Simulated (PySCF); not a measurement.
C6H13, doublet, geometry from GFN2-xTB. Base run: B3LYP/STO-3G in PySCF.

Input for PySCF:
```python
from pyscf import gto, scf, dft

mol = gto.Mole()
mol.atom = '''
    C     2.41049035   -0.32170320    0.91371510
    C     1.57151961   -0.25079038   -0.30065431
    C     0.40966998    0.64866289   -0.43689128
    C    -0.94297859   -0.10718236   -0.47617380
    C    -2.08282331    0.86576106   -0.76064173
    C    -1.17964219   -0.84108017    0.83937272
    H     2.00808795    0.30595260    1.70571581
    H     2.49009629   -1.34802493    1.28583334
    H     3.43638330    0.00620230    0.70744873
    H     1.79866639   -0.91867284   -1.11540489
    H     0.38518179    1.36158618    0.39012731
    H     0.48376161    1.21555236   -1.37390764
    H    -0.89554694   -0.84346481   -1.28577866
    H    -3.03312958    0.33734373   -0.80007415
    H    -2.14274236    1.61918421    0.02240389
    H    -1.93264884    1.37097698   -1.71238927
    H    -1.23336327   -0.13316759    1.66416326
    H    -2.11379835   -1.39776809    0.80396475
    H    -0.36836326   -1.53770698    1.03553720
'''
mol.basis = 'sto-3g'
mol.spin = 1
mol.verbose = 4
mol.build()

mf = dft.UKS(mol)
mf.xc = 'b3lyp'
mf.kernel()
```

The base run was repeated with changes; each row names its change, and settings that it needs were set with it.

| change | ΔE vs base (µEh) | SCF cycles | <S^2> |
|---|---|---|---|
| base | 0.0 | 9 | 0.754 |
| DIIS = ADIIS | 0.0 | 13 | 0.754 |
| level_shift = 1.0 (with mf.max_cycle = 100) | 0.0 | 26 | 0.754 |
| conv_tol_grad = 1e-3 | 0.0 | 9 | 0.754 |
| conv_tol_grad = 1e-7 | 0.0 | 13 | 0.754 |
| init_guess = mod_huckel | 0.0 | 12 | 0.754 |
| diis_space = 20 | 0.0 | 9 | 0.754 |
| conv_tol = 1e-7 | 0.0 | 8 | 0.754 |
| solver = newton | 0.0 | - | 0.754 |
| DIIS = EDIIS | 0.0 | 38 | 0.754 |
| conv_tol = 1e-11 | 0.0 | 11 | 0.754 |
| init_guess = vsap | 0.0 | 10 | 0.754 |
| level_shift = 0.1 (with mf.max_cycle = 100) | 0.0 | 9 | 0.754 |

Open shells are given as the SCF converged; they aren't shown to be the lowest states, and a large step between rows can be another state.
